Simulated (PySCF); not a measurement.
F$_{3}$Sc, triplet, at a GFN2-xTB geometry (such geometries of metal compounds can be far from the true shape) (the multiplicity is a formal guess). Base run: HF/6-31G in PySCF.

Here is a job for PySCF.
```python
from pyscf import gto, scf

mol = gto.Mole()
mol.atom = '''
    Sc   -0.000000    0.000000   -0.000000
    F    -1.560224   -0.966981    0.065999
    F    -0.001033    1.698383   -0.699430
    F     1.561257   -0.731402    0.633431
'''
mol.basis = '6-31g'
mol.charge = 0
mol.spin = 2
mol.verbose = 4
mol.build()

mf = scf.UHF(mol)
mf.kernel()
mf.analyze()
```

Each row names what was changed in the base input (with any setting that the change needs).

| change | E (Eh) | HOMO (eV) | dipole (D) | <S^2> | core-seconds (rough) | outcome |
|---|---|---|---|---|---|---|
| base | -1057.94026 | -7.06 | 0.00 | 2.068 | 1 | converged |
| functional = tpssh | -1060.17539 | -3.66 | 0.00 | 2.006 | 20 | converged |
| functional = pw6b95 | -1060.95215 | -4.38 | 0.00 | 2.011 | 6 | converged |
| functional = pbe0; dispersion = d3bj | -1059.68147 | -4.31 | 0.00 | 2.010 | 5 | converged |
| functional = b3lyp; dispersion = d3bj | -1060.18072 | -4.12 | 0.00 | 2.009 | 7 | converged |
| functional = lc_wpbe | -1059.78891 | -6.71 | 0.00 | 2.012 | 20 | converged |
| functional = o3lyp | -1060.11278 | -3.67 | 0.00 | 2.006 | 10 | converged |
| functional = bhandhlyp | -1060.00914 | -5.34 | 0.00 | 2.025 | 6 | converged |
| functional = b3lyp; dispersion = d3zero | -1060.17839 | -4.12 | 0.00 | 2.009 | 6 | converged |
| functional = b3lyp5 | -1059.99360 | -4.03 | 0.00 | 2.009 | 5 | converged |
| functional = scan | - | - | - | - | - | not converged |
| functional = m062x | -1059.99077 | -5.52 | 0.01 | 2.024 | 10 | converged |
| functional = blyp | - | - | - | - | - | not converged |

Absolute energies of different levels of theory aren't comparable as measures of quality.

Open shells are given as the SCF converged; they aren't shown to be the lowest states, and a large step between rows can be another state.
